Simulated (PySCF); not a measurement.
SMILES [OH][Cd][GeH3] (H4CdGeO), CAM-B3LYP/def2-SVP optimised geometry.

```
7

Cd     0.36     0.19     0.00
O      2.33     0.19     0.00
H      2.74     0.89     0.53
Ge    -2.15     0.13    -0.04
H     -2.74     1.22     0.86
H     -2.70     0.36    -1.46
H     -2.69    -1.22     0.45
```

Density from CAM-B3LYP/def2-TZVP, def2 effective core potentials past Kr (PySCF 2.14.0) at that geometry. The core electrons that the potentials of Cd replace are not part of the density.

Minimum of the electron density along straight lines between bonded atoms, close to the bond critical point (lines longer than 1.1 times the sum of covalent radii, or with two minima, are not listed):

```tsv
bond	length / Å	ρ at the minimum / e bohr⁻³	∇²ρ there / e bohr⁻⁵	position (fraction from the first atom)
Cd1–O2	1.970	…	0.58	0.52
O2–H3	0.965	0.354	…	0.80
Cd1–Ge4	2.503	…	0.00	0.51
Ge4–H5	1.539	0.132	0.06	0.59
Ge4–H6	1.538	0.132	0.06	0.59
Ge4–H7	1.538	0.132	0.06	0.59
```

Fill in the missing entries.


- Cd1–O2, ρ at the minimum / e bohr⁻³: 0.116
- O2–H3, ∇²ρ there / e bohr⁻⁵: -2.31
- Cd1–Ge4, ρ at the minimum / e bohr⁻³: 0.074
